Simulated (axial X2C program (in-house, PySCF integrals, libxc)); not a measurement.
What spin–orbit coupling does to MgPd

Computed with an axial X2C code built on PySCF integrals. Spin-free means the one-electron spin-free X2C Hamiltonian; two-component (2c) means X2C with spin–orbit coupling and atomic mean-field two-electron Coulomb and Gaunt terms, so the difference of the two also holds small scalar two-electron terms. Basis: Pd dyall-cv3z [12s12p8d5f3g], Mg dyall-cv3z [9s8p6d3f] (cores contracted in-house); Gaussian nuclei, density fitting, unrestricted open shells. Masses: Pd 105.903 u, Mg 23.985 u.

Spin-free state: M_S = 0, Λ = 0 (closed shell); fragments Pd + Mg.

```
level  Re (Å)  ωe (cm⁻¹)  De (eV)  μ (D)
 PBE0   2.345      299.0    1.415   1.15
   HF   2.476      211.1      n/a   0.04
  MP2   2.329      312.3    1.353    n/a
  M06   2.364      293.2    1.443   1.45
```

Correlated methods: 12 electrons correlated (number of frozen shells: Pd 4 s, 3 p, 1 d; Mg 2 s, 1 p), 334 virtual spin orbitals or spinors in MP2.

Dipoles are positive if Mg is the positive end.

Two-component determinant lowest at the distance of the search:

Ω = 0 (closed shell); fragments Pd + Mg.

```csv
level,Re (Å),ωe (cm⁻¹),De (eV),μ (D)
PBE0,2.344,298.7,1.416,1.15
HF,2.475,210.9,n/a,0.04
MP2,2.329,312.0,1.352,n/a
M06,2.364,292.8,1.443,1.45
```

Q: From the two tables, how do the constants change at the MP2 level (2c against spin-free)?

A: At the MP2 level Re is unchanged within 0.001 Å and ωe decreases by 0.3 cm⁻¹; De changes by -0.001 eV.

One determinant describes the state; a PBE0 search over occupations chose it and may have missed a lower one. Closed shells are restricted here (equal orbitals for both partners); the stretched side of such a curve lies too high. Dissociation energies refer to the lowest single-determinant-based atoms at the same level and basis. De is not given where an atomic determinant may have missed its ground term or J level, or where the truncated virtual space spoils (T).
